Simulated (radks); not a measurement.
The numbers below are computed, except where a source is named.
Task: Radial electron density D(r) = 4 pi r^2 rho(r) of an atom or ion with 49 electrons. Code: a radial shooting solver on a logarithmic mesh with Libxc functionals. Model: Dirac Kohn-Sham, PBE, spin-unpolarised, spherical densities, finite nucleus; Fermi nuclear charge, rms radius of each element as measured or else 0.836 A^(1/3) + 0.57 fm.

```
   r/bohr * D(r) (the largest magnitude, 88.9, reaches the edge; | marks zero)
 0.004389 |            *
 0.005069 |               *
 0.005807 |                  *
 0.006707 |                     *
 0.007684 |                         *
 0.008874 |                             *
  0.01017 |                                *
  0.01174 |                                    *
  0.01345 |                                       *
  0.01554 |                                         *
   0.0178 |                                          *
  0.02039 |                                          *
  0.02355 |                                         *
  0.02698 |                                        *
  0.03116 |                                      *
   0.0357 |                                     *
  0.04123 |                                     *
  0.04723 |                                       *
  0.05455 |                                           *
   0.0625 |                                                *
  0.07218 |                                                    *
  0.08269 |                                                      *
   0.0955 |                                                     *
   0.1094 |                                                *
   0.1264 |                                           *
   0.1448 |                                       *
   0.1672 |                                      *
   0.1915 |                                         *
   0.2212 |                                            *
   0.2534 |                                             *
   0.2927 |                                         *
   0.3353 |                                *
   0.3842 |                       *
   0.4437 |                *
   0.5083 |              *
   0.5871 |               *
   0.6726 |                *
   0.7768 |               *
   0.8899 |            *
    1.028 |        *
    1.177 |     *
     1.36 |   *
    1.558 |  *
    1.799 | *
    2.061 | *
    2.381 |*
    2.727 *
     3.15 *
    3.609 *
    4.168 *
    4.775 *
    5.514 *
```

What is the nuclear charge?

Result: Z = 53. The innermost maximum, from 1s, lies near gamma/Z bohr with gamma = sqrt(1 - (Z/c)^2) = 0.922, here 0.0174 bohr (found: 0.0191), and its height grows with Z. The density is that of the iodine ion I4+ in [Kr] 4d9 5s2 5p2; the configuration itself is not fixed sharply by these data, and Z only to a few units. D(r) has 4 maxima, at r = 0.0191, 0.0840, 0.244, 0.689 bohr, and minima at 0.0375, 0.159, 0.512 bohr, inside which lie 2.03, 11.18, 29.01 electrons.
